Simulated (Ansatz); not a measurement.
TiBrF₃: single points at one geometry.

```yaml
crystal:
  periodic: [false, false, false]
  atoms:
    - {symbol: Ti, position_ang: [-0.000448, 0.000951, -0.114267]}
    - {symbol: Br, position_ang: [0.008974, -0.018595, 2.217239]}
    - {symbol: F, position_ang: [1.614225, 0.009824, -0.707551]}
    - {symbol: F, position_ang: [-0.814747, 1.404282, -0.685932]}
    - {symbol: F, position_ang: [-0.808004, -1.396472, -0.709488]}
basis:
  gaussian: {orbitals: def2-TZVP, initial_orbitals: start.molden}
hamiltonian: {xc: {name: B3LYP}, dispersion: d4}
scf: {omitted_lower_state_checks: [starts]}
output: {orbitals: {seedname: orbitals}}
```

The file start.molden holds the orbitals of an earlier run on this structure, at another level or in another basis.

```sh
$ ansatz run in.yaml --threads 4 --pin off --events-out ev --progress --plain --max-ram 3916MiB
```

Output, abridged:

```
Functional definition: B3LYP
1344 factors; their error is unknown
mean field evaluation 1: about -101324.4634 eV, gradient 8.0e0 eV
mean field evaluation 2: about -101324.5246 eV, gradient 6.0e-2 eV
mean field evaluation 4: about -101324.9931 eV, gradient 1.1e-4 eV
mean field -101324.99305256 eV, -3723.6248141346 hartree, gradient 2.4e-5 eV, S^2 0.000000; 0 other end points of the search recorded, 0 dependent functions left out
reference -101324.99330873 eV, -3723.6248235487 hartree; 42, 42 occupied and 144, 144 virtual orbitals, 1344 factors
Total energy: -101325.19286469 eV, -3723.6321570951 hartree
Checks for a lower state left out: starts
```

Hardware: 4 threads of Intel Xeon 6975P-C on a shared host. Wall time 1.9 s, peak host memory 0.55 GiB.

The first input with `hamiltonian: {xc: {name: wB97M-V}}` (abridged; 4.7 s):

```
Functional definition: wB97M-V
mean field -101316.15360148 eV, -3723.2999702989 hartree, gradient 1.6e-5 eV, S^2 0.000000
Total energy: -101316.15365969 eV, -3723.2999724382 hartree
Checks for a lower state left out: starts
```

First input, but with `hamiltonian: {xc: pbe}`, `correlation: {method: rpa}` and without the key `output` (abridged; 2.8 s):

```
Functional definition: PBE
mean field -101300.19580514 eV, -3722.7135321002 hartree, gradient 2.9e-6 eV, S^2 0.000000
17 core orbitals not correlated: weight in the atoms' cores, before any rotation towards them, 1.000 or more for the frozen orbitals, at most 0.000 for the correlated occupied ones
Total energy: -101267.57496640 eV, -3721.5147383874 hartree
Checks for a lower state left out: starts
```

First input, but with `correlation: {method: mp2}` and without the key `hamiltonian` (abridged; 1.9 s):

```
Functional definition: HF
mean field -101213.89548497 eV, -3719.5420538301 hartree, gradient 7.7e-6 eV, S^2 0.000000
17 core orbitals not correlated: weight in the atoms' cores, before any rotation towards them, 1.000 or more for the frozen orbitals, at most 0.000 for the correlated occupied ones
second order -38.49663018 eV of doubles, -0.00000000 eV of singles
Total energy: -101252.39211515 eV, -3720.9567788953 hartree
Checks for a lower state left out: starts
```

The first input with `gaussian: {orbitals: def2-TZVPD, initial_orbitals: start.molden}`, `hamiltonian: {xc: pbe0, dispersion: d4}` (abridged; 2.8 s):

```
Functional definition: PBE0
mean field -101302.42329493 eV, -3722.7953908399 hartree, gradient 9.8e-6 eV, S^2 0.000000
Total energy: -101302.52720128 eV, -3722.7992093277 hartree
Checks for a lower state left out: starts
```

As the first input, with `gaussian: {orbitals: def2-TZVPD, initial_orbitals: start.molden}`, `hamiltonian: {xc: r2scan, dispersion: d4}` (abridged; 2.6 s):

```
Functional definition: r2SCAN
mean field -101319.88225182 eV, -3723.4369956716 hartree, gradient 8.5e-5 eV, S^2 0.000000
Total energy: -101319.90951759 eV, -3723.4379976701 hartree
Checks for a lower state left out: starts
```

The first input with `gaussian: {orbitals: def2-TZVPD, initial_orbitals: start.molden}`, `hamiltonian: {xc: pbe, dispersion: d4}` (abridged; 1.4 s):

```
Functional definition: PBE
mean field -101300.29339737 eV, -3722.7171185484 hartree, gradient 2.5e-5 eV, S^2 0.000000
Total energy: -101300.41528850 eV, -3722.7215979646 hartree
Checks for a lower state left out: starts
```

Geometry: PBE0-D4/def2-SVP.

B3LYP takes the VWN-RPA correlation. Correlated methods freeze 17 core orbitals; core or outer-core shells of Ti, Br are correlated, in sets that lack core-valence functions.
